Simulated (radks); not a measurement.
The bromine anion Br-, [Kr], held by a Watson sphere: a shell of charge +1.1 at radius R that stands for the Madelung well of a crystal (potential energy -1.1/R inside, -1.1/r outside, in hartree with lengths in bohr). Calculated with a radial shooting solver on a logarithmic mesh with Libxc functionals: scalar-relativistic Kohn-Sham, r2SCAN, spin-polarised, spherical densities, finite nucleus; meta-GGA in the generalised Kohn-Sham scheme; Fermi nuclear charge, rms radius of each element as measured or else 0.836 A^(1/3) + 0.57 fm.

R (bohr)  e(3d) (eV)  e(4s) (eV)  e(4p) (eV)  <r> 4p (bohr)  sum of <r^2> (bohr^2)  X-ray form factor at sin(theta)/lambda = 0.1 1/angstrom
2.75         -67.082     -21.063      -8.842          2.162                  47.33                                                   33.028
2.79         -67.036     -20.991      -8.779          2.166                  47.48                                                   33.021
2.87         -66.945     -20.848      -8.654          2.174                  47.77                                                   33.009
3.03         -66.759     -20.572      -8.404          2.189                  48.32                                                   32.986
3.21         -66.548     -20.276      -8.129          2.204                  48.88                                                   32.963
3.24         -66.512     -20.228      -8.083          2.206                  48.97                                                   32.959

Estimate the row for R = 3.81 bohr.

Answer. e(3d) (eV) -65.840; e(4s) (eV) -19.387; e(4p) (eV) -7.266; <r> 4p (bohr) 2.241; sum of <r^2> (bohr^2) 50.39; X-ray form factor at sin(theta)/lambda = 0.1 1/angstrom 32.907.
